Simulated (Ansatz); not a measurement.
Results of the Gaussian-basis code of Ansatz.

A structure relaxed at PBE0-D4/def2-TZVP, charge 0, multiplicity 1:

```xyz
10

Al   -0.0168   -0.7613   -1.4156
S    -0.6385   -1.4505    0.7681
Al    0.5683    0.4845    1.4234
S     0.7955    1.3712   -0.7657
H    -1.3286   -0.5624   -2.2777
H     1.2562   -1.6147   -1.7975
H    -1.8405   -0.8480    0.7514
H    -0.3948    1.4261    2.2538
H     2.0061   -0.0178    1.8416
H    -0.4069    1.9729   -0.7819
```

(1) Give its formula and SMILES.

(2) Point group (tolerance 0.08 Å, 0.16 Å for H)?

(3) Summarise the bond lengths by kind.

## Answers

(1) Al2H6S2, `[AlH2-]1[SH+][AlH2-][SH+]1`.

(2) C2v.

(3) 4 × Al–S 2.373 Å; 4 × Al–H 1.579 to 1.582 Å; 2 × H–S 1.345 Å.
